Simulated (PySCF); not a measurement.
C2H6AlClS, SMILES C[S][Al]([CH3])[Cl].

Geometry optimised at B3LYP-D3(BJ)/def2-SVP. The structure was generated by enumeration; whether it is a known compound was not checked. Other conformers were not sampled.

Computed with CAM-B3LYP/def2-TZVP run with PySCF.

Computed frontier levels, gap, dipole moment and polarisability:
```yaml
highest_occupied_level: -8.53 eV
lowest_empty_level: 0.34 eV
orbital_gap: 8.86 eV
dipole_moment: 3.22 D
quadrupole, principal values (traceless, Buckingham form, about the centre of nuclear charge): -3.44, 0.35, 3.09 D·Å
mean_static_polarisability: 80.3 bohr³ (11.89 Å³)
polarisability_principal_values: 61.0, 81.4, 98.4 bohr³
```
